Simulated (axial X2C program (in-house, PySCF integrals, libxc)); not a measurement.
## Photoelectron levels of BiS⁻ by EOM-IP-CCSD

Computed with an in-house all-electron X2C program for linear molecules (integrals from PySCF): two-component X2C with atomic mean-field Coulomb and Gaunt terms, Gaussian nuclei, basis Bi dyall-acv3z, S dyall-av3z with contracted cores.

R = 2.330 Å (0.960 times 2.427 Å, the PBE0 minimum at charge -1 for the lowest determinant).

Vertical detachment energies of BiS⁻ to the states of BiS:

| Ω of BiS | vertical detachment energy (eV) | above lowest (cm⁻¹) | ionised spinor | one-hole weight |
| --- | --- | --- | --- | --- |
| 1/2 | 1.731 | 0 | 40% Bi pπ, 34% S pπ, 11% Bi dπ | 0.94 |
| 3/2 | 3.351 | 13067 | 75% S pπ, 15% Bi pπ | 0.91 |
| 1/2 | 3.929 | 17731 | 41% S pπ, 22% Bi pπ, 19% S pσ | 0.91 |
| 1/2 | 4.913 | 25669 | 33% S pσ, 25% Bi pσ, 22% Bi pπ | 0.90 |

This point took 20 s on 1 thread of Arm Neoverse N1 (shared host).

Reference electrons by ω block (each with its −ω partner): 1/2: 30, 3/2: 14, 5/2: 5, 7/2: 1. 12 electrons of BiS⁻ correlated (inner shells frozen), 94 natural virtual spinors (a truncated set); levels can be off by some tenths of an eV. Roots sought by Ω: (1/2: 4, 3/2: 3, 5/2: 1); the list ends where they run out and leaves out roots under 60 % one-particle weight. The solver can skip a root, and states that need a further excitation, which the method places far too high, are missing though they may lie low or lowest. T1 of the reference 0.020 (Lee–Taylor). Number of frozen shells: Bi 5 s, 4 p, 3 d, 1 f; S 2 s, 1 p.
